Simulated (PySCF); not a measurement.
B(H)(OH)(NMe2) (C2H8BNO), SMILES OBN(C)C. Atoms are numbered in the order given.

```xyz
13

B      0.7411     0.8429     0.0000
H      1.9464     0.8335     0.0000
O      0.1371     2.0750     0.0000
H     -0.8302     2.0407     0.0000
N      0.0493    -0.3964     0.0000
C     -1.3913    -0.5388     0.0000
C      0.7641    -1.6592     0.0000
H     -1.7446    -1.0879    -0.8927
H     -1.7446    -1.0879     0.8927
H     -1.8847     0.4453     0.0000
H      0.5142    -2.2638     0.8923
H      0.5142    -2.2638    -0.8923
H      1.8452    -1.4687     0.0000
```

Coordinates come from a TPSSh-D3(BJ)/def2-SVP optimisation. The structure was generated by enumeration, and PubChem lists no compound with its InChIKey, so it may never have been made. The values are those of a single conformer.

Computed with M06-2X/def2-TZVP (PySCF).

The total energy is -235.92041 hartree and the point group is Cs. The highest occupied level comes out as -8.24 eV, the lowest empty level comes out as 1.34 eV and the orbital gap comes out as 9.58 eV. The dipole moment is 2.77 D, the quadrupole, principal values (traceless, Buckingham form, about the centre of nuclear charge) is -6.72, -0.08, 6.80 D·Å and the mean static polarisability is 51.5 bohr³ (7.63 Å³). The polarisability, principal values comes out as 40.9, 53.9, 59.7 bohr³.
